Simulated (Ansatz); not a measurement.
Start from `O[Si@H](Cl)C[Si@@H](O)F` and change one atom or group to get `O[SiH2]C[SiH](O)Cl`.

Ansatz, PBE0-D4/def2-TZVP geometries, multiplicity 1. Each molecule was computed in one conformer, which needn't be the lowest.

| property | `O[Si@H](Cl)C[Si@@H](O)F` |
| --- | --- |
| HOMO–LUMO gap (ωB97M-V/def2-TZVPP) / eV | 12.75 |
| size of the dipole moment (B3LYP/def2-TZVPP) / D | 2.91 |
| HOMO energy (PBE0/def2-TZVPP) / eV | -8.68 |
| HOMO energy (B3LYP/def2-TZVPP) / eV | -8.44 |
| LUMO energy (ωB97M-V/def2-TZVPP) / eV | 1.86 |
| LUMO energy (PBE0/def2-TZVPP) / eV | 0.36 |

Problem. Give the same properties after the change, and the shifts. (Estimate.)

Solution. Computed: 
```tsv
property	`O[SiH2]C[SiH](O)Cl`	shift
HOMO–LUMO gap (ωB97M-V/def2-TZVPP) / eV	12.09	-0.66
size of the dipole moment (B3LYP/def2-TZVPP) / D	3.11	0.20
HOMO energy (PBE0/def2-TZVPP) / eV	-8.47	0.21
HOMO energy (B3LYP/def2-TZVPP) / eV	-8.24	0.20
LUMO energy (ωB97M-V/def2-TZVPP) / eV	1.42	-0.44
LUMO energy (PBE0/def2-TZVPP) / eV	-0.14	-0.50
```

With PBE0 the HOMO rises by 0.21 eV and the LUMO falls by 0.50 eV, so the gap narrows by about 0.71 eV. PBE moves the HOMO by 0.17 eV and ωB97M-V by 0.21 eV. Dipoles are sizes alone; their direction can turn.

B3LYP here is the variant with VWN-RPA as its local correlation; programs differ in this.
